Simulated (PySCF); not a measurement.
Structure with atom numbers: `[CH3:1][C@:2]1([C:3](=[O:4])[Cl:5])[CH2:6][C@H:7]([SiH3:8])[CH2:9]1`. Hydrogens are named by the atom that carries them. Ha(C6), Ha(C9) are cis to Si8 on the ring; Hb(C6), Hb(C9) are trans to Si8 on the ring.

All values are calculated (PySCF 2.14): GIAO PBE0/pcSseg-1 shieldings, structure optimised with PBE0-D3(BJ)/def2-SVP. One conformer, relativity neglected, no solvent model, equivalent nuclei averaged.

δ = σ(ref) − σ, references computed at the same level: TMS for ¹³C (σref 184.41).

Task: Do the ¹³C shifts follow the atomic charges (in e)? Tabulate both.

Result: 
```
atoms  hybridisation  δ (ppm)  σ para (ppm)  Hirshfeld    IAO  Mulliken  ESP-fitted
   C3            sp2    188.0          -257      +0.19  +0.37     +0.41       +0.36
   C2            sp3     50.4          -125      +0.01  -0.01     -0.67       +0.55
C6/C9            sp3     34.9           -99      -0.07  -0.25     -0.00       -0.49
   C1            sp3     27.8           -86      -0.12  -0.41     -0.11       -0.59
   C7            sp3      4.6           -71      -0.11  -0.39     -0.54       +0.20
```

Correlation coefficients of δ with charge over these carbons: Hirshfeld +0.97, IAO +0.94, Mulliken +0.74, ESP-fitted +0.41; with the paramagnetic shielding -1.00. Among the 4 sp3 carbons alone: Hirshfeld +0.84, IAO +0.84, Mulliken -0.03, ESP-fitted +0.15. With so few points, grouped by hybridisation, these coefficients are fragile. Charge is one influence among several: hybridisation and low-lying excitations act through the paramagnetic term.

Carbons that carry Cl, above all several Cl atoms, come out too deshielded, partly because spin–orbit coupling is missing. Shifts are as computed. Against solution values, carbons near 30 ppm lie about +2 ppm off and those near 130 ppm about +5 ppm; carbons on Cl a further +5 ppm. Of 1313 compounds with measured shifts, 239 miss one by over three times the rms of a fit or turn the order of signals round; such compounds aren't used in these exercises.
